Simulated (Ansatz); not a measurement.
Relaxation of CH$_{6}$BFGeS (11 atoms, charge 0, multiplicity 1), to a largest force component of 0.02 eV/Å in at most 50 steps.

Theory: Ansatz 0.2.0, RKS BLYP/def2-SVP.

```xyz
11
Properties=species:S:1:pos:R:3:forces:R:3
B -1.685 1.718 0.585 -0.52 0.78 -0.40
S -1.377 -0.091 0.527 -0.39 -0.39 0.36
C 0.303 0.111 -0.085 1.07 0.80 0.17
F 1.183 0.734 0.893 -0.52 -0.30 -0.55
Ge 1.081 -1.653 -0.474 0.27 -0.89 0.75
H -1.507 2.401 1.549 0.12 -0.06 0.49
H -2.147 2.304 -0.378 0.18 -0.18 -0.16
H 0.392 0.730 -1.010 -0.24 0.12 0.23
H 2.538 -1.470 -0.923 0.19 0.07 -0.16
H 1.073 -2.501 0.859 -0.02 0.25 -0.37
H 0.211 -2.339 -1.523 -0.14 -0.21 -0.37
```

Question: Where does it end, and by what steps?

Answer: It converged. After 15 steps the energy has fallen by 1.053 eV; H6 moved furthest, 1.34 Å.

| step | energy less start (eV) | largest force component (eV/Å) | accepted |
| --- | --- | --- | --- |
| 0 | 0.0000 | 1.072 | yes |
| 1 | -0.1615 | 0.698 | yes |
| 2 | -0.2840 | 0.679 | yes |
| 3 | -0.4275 | 1.069 | yes |
| 4 | -0.6039 | 0.991 | yes |
| 5 | -0.7945 | 0.914 | yes |
| 6 | -0.9304 | 0.735 | yes |
| 7 | -0.9881 | 0.652 | yes |
| 8 | -1.0237 | 0.673 | yes |
| 9 | -1.0236 | 0.430 | no |
| 10 | -1.0482 | 0.131 | yes |
| 11 | -1.0500 | 0.067 | yes |
| 12 | -1.0518 | 0.034 | yes |
| 13 | -1.0528 | 0.051 | yes |
| 14 | -1.0524 | 0.108 | no |
| 15 | -1.0532 | 0.019 | yes |

```xyz
11
Properties=species:S:1:pos:R:3
B -1.760 1.807 0.678
S -1.125 0.155 0.893
C 0.447 0.144 -0.117
F 1.468 0.810 0.564
Ge 1.068 -1.741 -0.479
H -2.779 2.065 1.278
H -1.195 2.600 -0.038
H 0.240 0.692 -1.058
H 2.420 -1.643 -1.234
H 1.265 -2.460 0.880
H 0.018 -2.486 -1.346
```

Whether the end is a true minimum wasn't checked by a vibrational analysis.

The run took 27 s on 2 threads of Intel(R) Xeon(R) 6975P-C (Granite Rapids) (shared host), peak memory 0.2 GiB.
